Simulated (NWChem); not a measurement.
System: CH$_{3}$AlI$_{2}$; SMILES [CH3][Al]([I])[I]

NWChem printed, in part:

```
             Northwest Computational Chemistry Package (NWChem) 7.3.0
             --------------------------------------------------------

                             Geometry "geometry" -> ""
                             -------------------------

 Output coordinates in angstroms (scale by  1.889725989 to convert to a.u.)

  No.       Tag          Charge          X              Y              Z
 ---- ---------------- ---------- -------------- -------------- --------------
    1 Al                  13.0000     0.95282200    -0.00474300     0.00888100
    2 I                   53.0000    -0.34013000    -2.11309900    -0.00505100
    3 I                   53.0000    -0.32678200     2.11216600    -0.00512300
    4 C                    6.0000     2.89321300     0.00186200     0.00485100
    5 H                    1.0000     3.28604300     0.78522800     0.67206900
    6 H                    1.0000     3.26021500     0.22307200    -1.01174100
    7 H                    1.0000     3.30515200    -0.97160500     0.31081900

 Effective nuclear repulsion energy (a.u.)     812.2059321783

                              NWChem Property Module
                              ----------------------

                                 NWChem DFT Module
                                 -----------------

 Summary of "ao basis" -> "ao basis" (spherical)
 ------------------------------------------------------------------------------
       Tag                 Description            Shells   Functions and Types
 ---------------- ------------------------------  ------  ---------------------
 Al                          sto-3g                  5        9   3s2p
 I                           sto-3g                 11       27   5s4p2d
 C                           sto-3g                  3        5   2s1p
 H                           sto-3g                  1        1   1s

            General Information
            -------------------
          SCF calculation type: DFT
          Wavefunction type:  closed shell.
          No. of atoms     :     7
          No. of electrons :   128
           Alpha electrons :    64
            Beta electrons :    64
          Charge           :     0
          Spin multiplicity:     1
          Use of symmetry is: off; symmetry adaption is: off
          Maximum number of iterations: 150
          AO basis - number of functions:    71
                     number of shells:    33
          Convergence on energy requested:  1.00D-06
          Convergence on density requested:  1.00D-05
          Convergence on gradient requested:  5.00D-04

              XC Information
              --------------
                         B3LYP Method XC Potential
                     Hartree-Fock (Exact) Exchange  0.200
                        Slater Exchange Functional  0.800 local
                    Becke 1988 Exchange Functional  0.720 non-local
              Lee-Yang-Parr Correlation Functional  0.810
                  VWN I RPA Correlation Functional  0.190 local

             Grid Information
             ----------------
          Grid used for XC integration:  medium
          Radial quadrature: Mura-Knowles
          Angular quadrature: Lebedev.
          Tag              B.-S. Rad. Rad. Pts. Rad. Cut. Ang. Pts.
          ---              ---------- --------- --------- ---------
          Al                  1.25       88           8.0       590
          I                   1.40      123          11.0       590
          C                   0.70       49          10.0       434
          H                   0.35       45          11.0       434
          Grid pruning is: on
          Number of quadrature shells:   518
          Spatial weights used:  Erf1

      Superposition of Atomic Density Guess
      -------------------------------------

 Sum of atomic energies:      -13978.81131391

      Non-variational initial energy
      ------------------------------

 Total energy =  -13978.870734
 1-e energy   =  -20895.168210
 2-e energy   =    6104.091544
 HOMO         =      -0.174348
 LUMO         =       0.239704

   convergence    iter        energy       DeltaE   RMS-Dens  Diis-err
 ---------------- ----- ----------------- --------- --------- ---------
 d= 0,ls=0.0,diis     1 -13984.6945375534 -1.48D+04  2.99D-02  3.09D-01
 d= 0,ls=0.0,diis     2 -13984.6841204686  1.04D-02  1.55D-02  4.47D-01
 d= 0,ls=0.0,diis     3 -13984.7905820956 -1.06D-01  5.60D-04  9.99D-04
 d= 0,ls=0.0,diis     4 -13984.7907608300 -1.79D-04  1.60D-04  4.09D-05
 d= 0,ls=0.0,diis     5 -13984.7907664237 -5.59D-06  6.29D-05  1.68D-05
  Resetting Diis
 d= 0,ls=0.0,diis     6 -13984.7907691524 -2.73D-06  3.70D-06  2.56D-08
 d= 0,ls=0.0,diis     7 -13984.7907691579 -5.55D-09  3.12D-07  4.03D-11

         Total DFT energy =   -13984.790769157918
      One electron energy =   -20894.121621100141
           Coulomb energy =     6475.479536206230
    Exchange-Corr. energy =     -378.354616442349
 Nuclear repulsion energy =      812.205932178343

 Numeric. integr. density =      128.000002171681

                       DFT Final Molecular Orbital Analysis
                       ------------------------------------

[...]

 DFT Linear Response polarizability / au
 Frequency  =       0.0773000 / au
 Wavelength =     589.4353558 / nm
              X              Y              Z
 -----------------------------------------------
 X      36.9672454      0.2666427      0.0426562
 Y       0.2666433     65.2219801     -0.0033134
 Z       0.0426567     -0.0033134     13.5707801
 -----------------------------------------------
 Eigenvalues =      36.9648072     65.2244964     13.5707021
 Isotropic   =      38.5866686
 Anisotropic =      44.7996018
 -----------------------------------------------

 Magnetic Dipole Response Matrix (nonzero elements):
```

Level: B3LYP/STO-3G, non-relativistic. STO-3G and 3-21G are far too small for this property and stand as cheap habits. Coordinates come from a PBE0/def2-SVP (def2 core potentials past Kr) optimisation.

Which NWChem input produces such a log?

This is not unique; one that fits is the input that was run:
```
start job
memory heap 200 mb stack 900 mb global 1100 mb
geometry units angstroms noautosym nocenter noautoz
  Al     0.952822    -0.004743     0.008881
  I     -0.340130    -2.113099    -0.005051
  I     -0.326782     2.112166    -0.005123
  C      2.893213     0.001862     0.004851
  H      3.286043     0.785228     0.672069
  H      3.260215     0.223072    -1.011741
  H      3.305152    -0.971605     0.310819
end
basis spherical
  Al library sto-3g
  I library sto-3g
  C library sto-3g
  H library sto-3g
end
dft
  xc b3lyp
  iterations 150
end
property
  response 1 0.0773
end
task dft property
```
